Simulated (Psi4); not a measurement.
arsenic trifluoride (AsF$_{3}$), singlet (typed; the unrestricted solution is spin-contaminated), geometry from GFN2-xTB, with bond 1-2 at 3.0 times its length; HF/cc-pVDZ in Psi4.

The Psi4 input:
```
memory 2 GB

molecule mol {
0 1
F    -2.555471   -3.501156   -2.370920
As    0.013194   -0.005516    0.423912
F     1.416347   -0.120513   -0.564356
F    -0.621699    1.311469   -0.482288
}

set {
  basis cc-pvdz
  reference uhf
  stability_analysis follow
  scf_type pk
}

energy('scf')
print_variables()
```

### Question
What does Psi4 print? Leave out banner, timings and long lists.

### Answer

```
   => Loading Basis Set <=

    Name: CC-PVDZ
    Role: ORBITAL
    Keyword: BASIS

         ---------------------------------------------------------
                                   SCF
               by Justin Turney, Rob Parrish, Andy Simmonett
                          and Daniel G. A. Smith
                              UHF Reference
         ---------------------------------------------------------

  ==> Geometry <==

    Molecular point group: c1
    Full point group: C1

    Geometry (in Angstrom), charge = 0, multiplicity = 1:

       Center              X                  Y                   Z               Mass
    ------------   -----------------  -----------------  -----------------  -----------------
         F           -2.309374151572    -3.165312671938    -2.119488077086    18.998403162730
         AS           0.259290848428     0.330327328062     0.675343922914    74.921594570000
         F            1.662443848428     0.215330328062    -0.312924077086    18.998403162730
         F           -0.375602151572     1.647312328062    -0.230856077086    18.998403162730

  Running in c1 symmetry.

  Rotational constants: A =      0.18010  B =      0.03542  C =      0.03370 [cm^-1]
  Rotational constants: A =   5399.17775  B =   1061.95302  C =   1010.17052 [MHz]
  Nuclear repulsion =  245.927106577438877

  Charge       = 0
  Multiplicity = 1
  Electrons    = 60
  Nalpha       = 30
  Nbeta        = 30

  ==> Algorithm <==

  SCF Algorithm Type is PK.
  DIIS enabled.
  MOM disabled.
  Fractional occupation disabled.
  Guess Type is SAD.
  Energy threshold   = 1.00e-06
  Density threshold  = 1.00e-06
  Integral threshold = 1.00e-12

  ==> Primary Basis <==

  Basis Set: CC-PVDZ
    Blend: CC-PVDZ
    Number of shells: 29
    Number of basis functions: 69
    Number of Cartesian functions: 74
    Spherical Harmonics?: true
    Max angular momentum: 2

  ==> Integral Setup <==

  Using in-core PK algorithm.
   Calculation information:
      Number of atoms:                   4
      Number of AO shells:              29
      Number of primitives:            156
      Number of atomic orbitals:        74
      Number of basis functions:        69

      Integral cutoff                 1.00e-12
      Number of threads:                 1

  Performing in-core PK
  Using 5834640 doubles for integral storage.
  We computed 55175 shell quartets total.
  Whereas there are 94830 unique shell quartets.

  ==> DiskJK: Disk-Based J/K Matrices <==

    J tasked:                  Yes
    K tasked:                  Yes
    wK tasked:                  No
    Schwarz Cutoff:          1E-12

  Minimum eigenvalue in the overlap matrix is 4.9411296288E-02.
  Reciprocal condition number of the overlap matrix is 1.7698455417E-02.
    Using symmetric orthogonalization.

  ==> Pre-Iterations <==

  SCF Guess: Superposition of Atomic Densities via on-the-fly atomic UHF (no occupation information).

   -------------------------
    Irrep   Nso     Nmo
   -------------------------
     A         69      69
   -------------------------
    Total      69      69
   -------------------------

  ==> Iterations <==

                        Total Energy        Delta E     RMS |[F,P]|

   @UHF iter SAD: -2527.40800440167141   -2.52741e+03   0.00000e+00
   @UHF iter   1: -2531.95597504382704   -4.54797e+00   1.34847e-02 DIIS/ADIIS
   @UHF iter   2: -2526.87262448762613    5.08335e+00   2.57419e-02 DIIS/ADIIS
   @UHF iter   3: -2532.12506460099030   -5.25244e+00   7.11030e-03 DIIS/ADIIS
   @UHF iter   4: -2532.16680740200945   -4.17428e-02   4.95664e-03 DIIS/ADIIS
   @UHF iter   5: -2532.18865517763697   -2.18478e-02   3.17560e-03 DIIS/ADIIS
   @UHF iter   6: -2532.20428793279370   -1.56328e-02   8.79974e-04 DIIS/ADIIS
   @UHF iter   7: -2531.86337318375217    3.40915e-01   1.17835e-02 DIIS/ADIIS
   @UHF iter   8: -2532.14893464985744   -2.85561e-01   6.27399e-03 DIIS/ADIIS
[...]
    Wavefunction unstable!
    Rotating orbitals by 0.5 * pi / 2 radians along unstable eigenvector.
[...]
   @UHF iter  73: -2532.44523381941190   -1.05777e-06   1.78169e-05 DIIS
   @UHF iter  74: -2532.44523412852368   -3.09112e-07   1.60240e-05 DIIS
   @UHF iter  75: -2532.44523030872415    3.81980e-06   2.68332e-05 DIIS
   @UHF iter  76: -2532.44522068341985    9.62530e-06   5.99134e-05 DIIS
   @UHF iter  77: -2532.44521709491755    3.58850e-06   7.23231e-05 DIIS
   @UHF iter  78: -2532.44522782096146   -1.07260e-05   2.85631e-05 DIIS
   @UHF iter  79: -2532.44520631665773    2.15043e-05   9.31702e-05 DIIS
   @UHF iter  80: -2532.44521840314110   -1.20865e-05   5.07767e-05 DIIS
   @UHF iter  81: -2532.44521056501208    7.83813e-06   7.35490e-05 DIIS
   @UHF iter  82: -2532.44521897416780   -8.40916e-06   2.55627e-05 DIIS
   @UHF iter  83: -2532.44520279142534    1.61827e-05   9.10550e-05 DIIS
   @UHF iter  84: -2532.44520289456023   -1.03135e-07   9.07420e-05 DIIS
   @UHF iter  85: -2532.44520756219799   -4.66764e-06   7.53713e-05 DIIS
   @UHF iter  86: -2532.44521690538522   -9.34319e-06   2.30377e-05 DIIS
   @UHF iter  87: -2532.44521642476502    4.80620e-07   2.53468e-05 DIIS
   @UHF iter  88: -2532.44521570810775    7.16657e-07   3.19907e-05 DIIS
   @UHF iter  89: -2532.44521759223517   -1.88413e-06   1.90621e-06 DIIS
   @UHF iter  90: -2532.44521751863385    7.36013e-08   4.37149e-06 DIIS
   @UHF iter  91: -2532.44521755124060   -3.26067e-08   3.62078e-08 DIIS
    Negative totally symmetric eigenvalue detected: -0.000016
    Wavefunction unstable!
    Lowest UHF->UHF stability eigenvalues:
       A -0.000016

    Rotating orbitals by 0.5 * pi / 2 radians along unstable eigenvector.
    There's still a negative eigenvalue. Try modifying FOLLOW_STEP_SCALE
    or increasing MAX_ATTEMPTS (not available for PK integrals).

  ==> Post-Iterations <==

   @Spin Contamination Metric:   1.029201963E+00
   @S^2 Expected:                0.000000000E+00
   @S^2 Observed:                1.029201963E+00
   @S   Expected:                0.000000000E+00
   @S   Observed:                0.000000000E+00

    Orbital Energies [Eh]
    ---------------------

    Alpha Occupied:

[...]
    Alpha Virtual:

[...]
    Beta Occupied:

[...]
    Beta Virtual:

[...]
    Final Occupation by Irrep:
              A
    DOCC [    30 ]
    SOCC [     0 ]
    NA   [    30 ]
    NB   [    30 ]

  @UHF Final Energy: -2532.44521755124060

   => Energetics <=

    Nuclear Repulsion Energy =            245.9271065774388774
    One-Electron Energy =               -4021.4486939149628597
    Two-Electron Energy =                1243.0763697862835215
    Total Energy =                      -2532.4452175512406029

  UHF NO Occupations:
  HONO-2 :   28  A 1.9992269
  HONO-1 :   29  A 1.9925258
  HONO-0 :   30  A 1.0039976
  LUNO+0 :   31  A 0.9960024
  LUNO+1 :   32  A 0.0074742
  LUNO+2 :   33  A 0.0007731
  LUNO+3 :   34  A 0.0002458

Computation Completed

Properties will be evaluated at   0.000000,   0.000000,   0.000000 [a0]

Properties computed using the SCF density matrix

 Multipole Moments:

 ------------------------------------------------------------------------------------
     Multipole            Electronic (a.u.)      Nuclear  (a.u.)        Total (a.u.)
 ------------------------------------------------------------------------------------

 L = 1.  Multiply by 2.5417464519 to convert [e a0] to [Debye]
 Dipole X            :          0.8454105           -1.2211299           -0.3757194
 Dipole Y            :          0.9676745           -1.5556761           -0.5880016
 Dipole Z            :          4.1099226           -3.1805312            0.9293914
 Magnitude           :                                                    1.1621873

 ------------------------------------------------------------------------------------

  Variable Map:
  ----------------------------------------------------------------------------
[...]
  Array Variable Map:
  ----------------------------------------------------------------------------
[...]
[...]
```

Convergence was not reached.
